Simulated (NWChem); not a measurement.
System: C$_{2}$H$_{4}$BFO$_{2}$; SMILES C=COB(O)F

Here is an NWChem input.

```
start job
memory heap 200 mb stack 900 mb global 1100 mb
geometry units angstroms noautoz
  C      0.526243     2.139330    -0.147675
  C     -0.627288     1.513573     0.142884
  O     -0.879330     0.168639     0.191798
  B     -0.029359    -0.881049    -0.037697
  O     -0.545500    -2.134582     0.078227
  F      1.269028    -0.702633    -0.366006
  H      1.454168     1.607512    -0.393701
  H      0.535763     3.238096    -0.137031
  H     -1.542910     2.077816     0.386203
  H      0.127394    -2.814320    -0.101317
end
basis spherical
  * library def2-svp
end
dft
  xc xpbe96 cpbe96
  iterations 150
  mulliken
end
task dft energy
```

Excerpt of the output:

```
             Northwest Computational Chemistry Package (NWChem) 7.3.0
             --------------------------------------------------------

 C1  symmetry detected

                             Geometry "geometry" -> ""
                             -------------------------

 Output coordinates in angstroms (scale by  1.889725989 to convert to a.u.)

  No.       Tag          Charge          X              Y              Z
 ---- ---------------- ---------- -------------- -------------- --------------
    1 C                    6.0000     0.51274794     2.15573003    -0.00193740
    2 C                    6.0000    -0.66845696     1.51434389     0.00105078
    3 O                    8.0000    -0.90701510     0.16606530     0.00081246
    4 B                    5.0000    -0.01293001    -0.87199784     0.00023080
    5 O                    8.0000    -0.52513638    -2.13248457    -0.00142057
    6 F                    9.0000     1.32385001    -0.67592213     0.00140154
    7 H                    1.0000     1.47962080     1.63654609    -0.00491958
    8 H                    1.0000     0.50485501     3.25456029    -0.00129856
    9 H                    1.0000    -1.62316807     2.06611863     0.00409894
   10 H                    1.0000     0.18015808    -2.80302603    -0.00146406

 Effective nuclear repulsion energy (a.u.)     220.9272099612

  pbe96 is a nonlocal functional; adding pw91lda local functional.

                                 NWChem DFT Module
                                 -----------------

 Summary of "ao basis" -> "ao basis" (spherical)
 ------------------------------------------------------------------------------
       Tag                 Description            Shells   Functions and Types
 ---------------- ------------------------------  ------  ---------------------
 C                          def2-svp                 6       14   3s2p1d
 O                          def2-svp                 6       14   3s2p1d
 B                          def2-svp                 6       14   3s2p1d
 F                          def2-svp                 6       14   3s2p1d
 H                          def2-svp                 3        5   2s1p

            General Information
            -------------------
          SCF calculation type: DFT
          Wavefunction type:  closed shell.
          No. of atoms     :    10
          No. of electrons :    46
           Alpha electrons :    23
            Beta electrons :    23
          Charge           :     0
          Spin multiplicity:     1
          Use of symmetry is: off; symmetry adaption is: off
          Maximum number of iterations: 150
          AO basis - number of functions:   104
                     number of shells:    48
          Convergence on energy requested:  1.00D-06
          Convergence on density requested:  1.00D-05
          Convergence on gradient requested:  5.00D-04

              XC Information
              --------------
          PerdewBurkeErnzerhof Exchange Functional  1.000
            Perdew 1991 LDA Correlation Functional  1.000 local
           PerdewBurkeErnz. Correlation Functional  1.000 non-local

             Grid Information
             ----------------
          Grid used for XC integration:  medium
          Radial quadrature: Mura-Knowles
          Angular quadrature: Lebedev.
          Tag              B.-S. Rad. Rad. Pts. Rad. Cut. Ang. Pts.
          ---              ---------- --------- --------- ---------
          C                   0.70       49          12.0       434
          O                   0.60       49          13.0       434
          B                   0.85       49          11.0       434
          F                   0.50       49          11.0       434
          H                   0.35       45          14.0       434
          Grid pruning is: on
          Number of quadrature shells:   474
          Spatial weights used:  Erf1

      Superposition of Atomic Density Guess
      -------------------------------------

 Sum of atomic energies:        -350.42555087

      Non-variational initial energy
      ------------------------------

 Total energy =    -353.000625
 1-e energy   =    -918.739570
 2-e energy   =     344.811735
 HOMO         =      -0.291742
 LUMO         =       0.033506

     ---------------------------------------------
      Total Density - Mulliken Population Analysis
     ---------------------------------------------

    Atom       Charge   Shell Charges
 -----------   ------   -------------------------------------------------------
    1 C    6     6.40   1.99  0.97  0.28  2.07  1.07  0.02
    2 C    6     5.67   1.99  0.93  0.25  1.70  0.74  0.06
    3 O    8     8.49   1.99  1.09  0.59  3.02  1.79  0.01
    4 B    5     4.17   1.99  0.69  0.06  1.05  0.17  0.23
    5 O    8     8.54   1.99  1.10  0.57  3.07  1.79  0.01
    6 F    9     9.40   1.99  1.14  0.74  3.49  2.03  0.00
    7 H    1     0.88   0.66  0.20  0.03
    8 H    1     0.88   0.65  0.20  0.03
    9 H    1     0.93   0.68  0.22  0.02
   10 H    1     0.65   0.52  0.07  0.06

   convergence    iter        energy       DeltaE   RMS-Dens  Diis-err
 ---------------- ----- ----------------- --------- --------- ---------
 d= 0,ls=0.0,diis     1   -353.1026955940 -5.74D+02  1.50D-02  1.12D+00
 d= 0,ls=0.0,diis     2   -352.9809129779  1.22D-01  8.67D-03  2.59D+00
 d= 0,ls=0.0,diis     3   -353.2234826055 -2.43D-01  3.38D-03  9.24D-02
 d= 0,ls=0.0,diis     4   -353.2236443992 -1.62D-04  1.99D-03  8.83D-02
 d= 0,ls=0.0,diis     5   -353.2344146810 -1.08D-02  3.87D-04  2.56D-03
  Resetting Diis
 d= 0,ls=0.0,diis     6   -353.2346412296 -2.27D-04  1.23D-04  5.69D-04
 d= 0,ls=0.0,diis     7   -353.2346967299 -5.55D-05  5.42D-05  1.18D-05
 d= 0,ls=0.0,diis     8   -353.2346942666  2.46D-06  3.17D-05  3.94D-05
 d= 0,ls=0.0,diis     9   -353.2346979041 -3.64D-06  5.92D-06  8.19D-07
 d= 0,ls=0.0,diis    10   -353.2346979893 -8.52D-08  1.25D-06  1.78D-08

[...]
```

Level: PBE/def2-SVP. Structure relaxed at the PBE-D3(BJ)/def2-SVP level.
